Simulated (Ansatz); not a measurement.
Born–Oppenheimer molecular dynamics of AlFH7NSSi2 (13 atoms, charge 0, multiplicity 1). It starts from a relaxed structure.

Computed with RKS B3LYP-D4/STO-3G in Ansatz 0.2.0.

```json
{
 "ensemble": "NVE (velocity Verlet)",
 "time step": "1 fs",
 "steps asked": "234",
 "starting velocities drawn for": "1000 K",
 "masses": "H 2.014 u",
 "seed": "141379"
}
```

Frames 2 fs apart, positions in Å.

Velocities at 60 fs (Å/ps):

```
N 1.54 -3.74 -6.83
Al -2.78 -1.91 -3.65
Si 2.29 5.71 0.77
F 2.22 -3.03 1.91
Si 2.56 -2.97 1.57
S -1.59 1.43 3.10
H 15.62 24.89 -10.10
H -15.59 8.65 15.66
H -22.28 19.22 -20.27
H -15.50 -13.93 9.47
H -19.14 6.11 -1.50
H 23.76 -13.40 21.22
H -3.36 -12.26 -18.10
```

```xyz
13
Properties=species:S:1:pos:R:3 time_fs=60 energy_less_start_eV=0.662 T=541
N 0.327 -2.321 0.735
Al 0.221 -0.745 0.112
Si 0.692 1.015 1.443
F 0.807 2.357 0.414
Si -0.953 -0.029 -1.810
S -1.343 2.095 -1.565
H 0.778 -2.377 1.670
H -0.152 -3.171 0.480
H -0.440 1.268 2.351
H 1.926 0.738 2.410
H -2.198 -0.687 -2.079
H -0.200 -0.231 -3.081
H -0.348 2.268 -0.578
13
Properties=species:S:1:pos:R:3 time_fs=62 energy_less_start_eV=0.633 T=560
N 0.332 -2.327 0.722
Al 0.214 -0.749 0.104
Si 0.697 1.026 1.446
F 0.812 2.351 0.418
Si -0.948 -0.034 -1.807
S -1.346 2.097 -1.559
H 0.807 -2.336 1.649
H -0.188 -3.168 0.508
H -0.480 1.308 2.309
H 1.879 0.721 2.414
H -2.238 -0.676 -2.082
H -0.155 -0.257 -3.032
H -0.357 2.244 -0.619
13
Properties=species:S:1:pos:R:3 time_fs=64 energy_less_start_eV=0.633 T=558
N 0.339 -2.330 0.713
Al 0.205 -0.750 0.093
Si 0.704 1.035 1.451
F 0.818 2.346 0.424
Si -0.941 -0.040 -1.804
S -1.349 2.099 -1.553
H 0.831 -2.314 1.629
H -0.229 -3.187 0.536
H -0.507 1.348 2.261
H 1.809 0.725 2.395
H -2.272 -0.664 -2.083
H -0.117 -0.281 -2.977
H -0.362 2.225 -0.657
13
Properties=species:S:1:pos:R:3 time_fs=66 energy_less_start_eV=0.758 T=472
N 0.347 -2.333 0.704
Al 0.195 -0.751 0.080
Si 0.709 1.043 1.457
F 0.826 2.342 0.430
Si -0.936 -0.045 -1.800
S -1.353 2.099 -1.549
H 0.849 -2.314 1.612
H -0.261 -3.204 0.568
H -0.519 1.385 2.211
H 1.733 0.748 2.369
H -2.286 -0.647 -2.081
H -0.083 -0.304 -2.926
H -0.349 2.213 -0.680
13
Properties=species:S:1:pos:R:3 time_fs=68 energy_less_start_eV=0.858 T=403
N 0.353 -2.338 0.695
Al 0.184 -0.749 0.067
Si 0.711 1.048 1.462
F 0.835 2.339 0.436
Si -0.933 -0.049 -1.795
S -1.359 2.097 -1.546
H 0.863 -2.334 1.601
H -0.272 -3.201 0.606
H -0.518 1.419 2.162
H 1.682 0.783 2.360
H -2.278 -0.625 -2.078
H -0.049 -0.325 -2.887
H -0.315 2.210 -0.685
13
Properties=species:S:1:pos:R:3 time_fs=70 energy_less_start_eV=0.785 T=452
N 0.358 -2.346 0.687
Al 0.171 -0.746 0.053
Si 0.708 1.052 1.464
F 0.846 2.339 0.441
Si -0.931 -0.052 -1.790
S -1.364 2.094 -1.544
H 0.875 -2.369 1.595
H -0.263 -3.179 0.646
H -0.512 1.448 2.122
H 1.676 0.824 2.391
H -2.250 -0.603 -2.076
H -0.016 -0.346 -2.863
H -0.271 2.217 -0.679
13
Properties=species:S:1:pos:R:3 time_fs=72 energy_less_start_eV=0.732 T=488
N 0.364 -2.353 0.681
Al 0.158 -0.743 0.041
Si 0.702 1.054 1.462
F 0.860 2.342 0.445
Si -0.931 -0.054 -1.785
S -1.368 2.089 -1.542
H 0.883 -2.414 1.589
H -0.251 -3.157 0.679
H -0.508 1.473 2.095
H 1.711 0.870 2.456
H -2.216 -0.587 -2.077
H 0.015 -0.364 -2.853
H -0.234 2.232 -0.676
13
Properties=species:S:1:pos:R:3 time_fs=74 energy_less_start_eV=0.798 T=444
N 0.373 -2.357 0.677
Al 0.145 -0.740 0.031
Si 0.694 1.052 1.460
F 0.875 2.346 0.448
Si -0.931 -0.053 -1.780
S -1.371 2.082 -1.539
H 0.890 -2.459 1.580
H -0.255 -3.155 0.701
H -0.513 1.496 2.086
H 1.759 0.926 2.529
H -2.189 -0.584 -2.085
H 0.036 -0.377 -2.849
H -0.214 2.252 -0.682
13
Properties=species:S:1:pos:R:3 time_fs=76 energy_less_start_eV=0.860 T=400
N 0.384 -2.358 0.675
Al 0.132 -0.737 0.024
Si 0.687 1.048 1.458
F 0.893 2.354 0.448
Si -0.930 -0.050 -1.776
S -1.371 2.075 -1.536
H 0.901 -2.499 1.569
H -0.276 -3.170 0.708
H -0.527 1.515 2.092
H 1.792 0.992 2.585
H -2.181 -0.599 -2.102
H 0.044 -0.384 -2.848
H -0.215 2.276 -0.701
13
Properties=species:S:1:pos:R:3 time_fs=78 energy_less_start_eV=0.865 T=398
N 0.394 -2.359 0.675
Al 0.119 -0.736 0.021
Si 0.681 1.043 1.457
F 0.911 2.363 0.447
Si -0.928 -0.045 -1.774
S -1.369 2.067 -1.532
H 0.918 -2.530 1.559
H -0.299 -3.180 0.696
H -0.546 1.528 2.111
H 1.798 1.062 2.607
H -2.189 -0.629 -2.126
H 0.038 -0.384 -2.845
H -0.233 2.300 -0.728
13
Properties=species:S:1:pos:R:3 time_fs=80 energy_less_start_eV=0.788 T=451
N 0.401 -2.362 0.675
Al 0.108 -0.736 0.022
Si 0.676 1.038 1.458
F 0.930 2.373 0.445
Si -0.926 -0.038 -1.773
S -1.367 2.058 -1.528
H 0.941 -2.550 1.551
H -0.309 -3.170 0.668
H -0.560 1.532 2.135
H 1.771 1.132 2.593
H -2.201 -0.667 -2.153
H 0.019 -0.374 -2.842
H -0.258 2.324 -0.755
13
Properties=species:S:1:pos:R:3 time_fs=82 energy_less_start_eV=0.687 T=521
N 0.405 -2.368 0.675
Al 0.099 -0.738 0.027
Si 0.672 1.034 1.461
F 0.950 2.382 0.443
Si -0.925 -0.031 -1.775
S -1.365 2.048 -1.525
H 0.966 -2.561 1.542
H -0.302 -3.140 0.627
H -0.564 1.524 2.157
H 1.717 1.196 2.545
H -2.202 -0.703 -2.177
H -0.006 -0.358 -2.842
H -0.275 2.347 -0.773
```

Of the whole run (234 fs, mean temperature of the second half 476 K): The conserved energy stayed within 0.93 meV per atom of its start (net change 0.48 meV per atom), so the integration is sound. Over the second half the temperature averaged 0.48 of the 1000 K drawn at the start: a run that starts near a minimum puts about half its kinetic energy into the potential. A run of 0.23 ps of so small a system gives no equilibrium averages. Limits of this set-up: minimal basis.

Run time: 11 min on 1 thread of Arm Neoverse V1, with other jobs on the host, peak memory 0.13 GiB.
